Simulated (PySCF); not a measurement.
Computed structure and properties of [Hg(HCN)]2+

System: [Hg(HCN)]2+ (singlet); start: template (C∞v). Method: PySCF 2.14.0, RKS PBE0, Hg def2-SVP with ECP60, N def2-SVP, C def2-SVP, H def2-SVP; non-relativistic Hamiltonian with scalar-relativistic core potentials where named; density fitting; no spin-orbit coupling.

Input of the relaxation:

```python
mol = gto.M(atom='''
Hg     0.00000    -0.00000    -0.32068
N      0.00000     0.00000     1.79932
C      0.00000     0.00000     2.95932
H      0.00000     0.00000     4.02932''',
    basis={'Hg': 'def2-SVP', 'N': 'def2-SVP', 'C': 'def2-SVP', 'H': 'def2-SVP'},
    ecp={'Hg': 'def2-SVP'},
    charge=2, spin=0)
mf = dft.RKS(mol, xc='PBE0')
mf.grids.atom_grid = (50, 194)
mf = mf.density_fit()  # fitting sets: Hg def2-universal-JKFIT, N def2-universal-JKFIT, C def2-universal-JKFIT, H def2-universal-JKFIT
mf.conv_tol = 1e-08; mf.max_cycle = 55
mf.kernel(dm0)  # dm0: converged density of the start geometry
# quasi-Newton relaxation in Cartesian coordinates to a largest gradient under 0.00045 Eh/bohr, steps kept in the point group
```

Run from Python with OMP_NUM_THREADS=2; the lines above give its settings. Where DIIS fails, smearing, a level shift and second-order steps follow.
It took 3.5 s on 2 threads of Intel(R) Xeon(R) 6975P-C (Granite Rapids), with other jobs on the host, from the converged density of the start.

Course of the relaxation:

| step | energy above end (eV) | largest force component within the symmetry (eV/Å) |
| --- | --- | --- |
| 0 | 0.0729 | 2.710 |
| 1 | 0.0164 | 2.068 |
| 2 | 0.0053 | 0.945 |
| 3 | 0.0000 | 0.030 |
| 4 | 0.0000 | 0.009 |

Relaxed geometry (C∞v):

```xyz
4

Hg    0.0000    0.0000   -0.2617
N     0.0000    0.0000    1.7750
C     0.0000    0.0000    2.9247
H     0.0000    0.0000    4.0293
```

```csv
contact,Å
Hg1–N2 (HCN),2.037
```

On the finer grid (75, 302):

- HOMO: -22.99 eV
- LUMO: -17.39 eV
- Dipole about the centre of mass: 6.60 D
- Set of Mulliken populations of Hg1 outside the core potential: s 2.42, p 6.07, d 9.93, f 0.01
- D3(BJ) dispersion energy (not in the energies): -0.059 eV

| atom | Mulliken (e) | Löwdin (e) | spin (e) |
| --- | --- | --- | --- |
| Hg1 | 1.58 | 1.40 | 0.00 |
| N2 | -0.16 | 0.01 | 0.00 |
| C3 | 0.30 | 0.43 | 0.00 |
| H4 | 0.28 | 0.16 | 0.00 |

On the grid (50, 194), as all that follows. Harmonic modes: a minimum; lowest 234 cm⁻¹ (negative: unstable), highest 3271 cm⁻¹, zero-point energy 0.501 eV.

Taking off one HCN (charge 0, singlet; the rest: singlet) in vacuum, both parts rigid, costs 5.01 eV; the small basis without counterpoise inflates it. Parting with an electron moved from the ligand to the metal can be far cheaper, even downhill.

Rigid scan of HCN along the line from its metal:

distance to N2 (Å), energy (eV) and a bar:
```
     1.74      1.089 ##############################
     1.84      0.405 ###########
     1.94      0.085 ##
     2.04      0.000 
     2.14      0.062 ##
     2.24      0.213 ######
     2.44      0.643 ##################
```

One start shape was tried, so this needn't be the lowest isomer.
